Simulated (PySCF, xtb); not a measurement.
CH6O2Si2, SMILES O[Si@H]1OC[SiH2]1.

xtb with GFN2-xTB at its own geometry gives an orbital gap of 3.94 eV and a dipole moment of 1.72 D.

Coordinates come from a PBE-D3(BJ)/def2-SVP optimisation. The structure was generated by enumeration; whether it is a known compound was not checked. Other conformers were not sampled.

Task: What does HF/def2-TZVP in PySCF give? (An estimate is asked for; the answer gives what the named calculation found.)

Result: gap 12.91 eV (levels -10.28 and 2.63 eV), dipole 2.56 D.
